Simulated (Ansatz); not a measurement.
Ansatz (an electronic-structure program) input:

Ansatz 0.2 input:
```yaml
crystal:
  periodic: [false, false, false]
  atoms:
    - {symbol: B, position_ang: [-0.00000000, -0.00000000, -0.57607965]}
    - {symbol: O, position_ang: [-0.00000000, -0.00000000, -1.85962095]}
    - {symbol: Cl, position_ang: [0.00000000, 0.00000000, 1.04455093]}
basis:
  gaussian:
    orbitals: def2-TZVPD
hamiltonian:
  xc: {name: PBE-QIDH}
total_charge: 1
magnetization: {spin_polarized: true, initial_magnetization: 1}
correlation: {electrons: outside_noble_gas}
```

Task: What final total energy does it print?

Result: -559.58203 Eh (PBE-QIDH/def2-TZVPD). The basis has 123 functions.
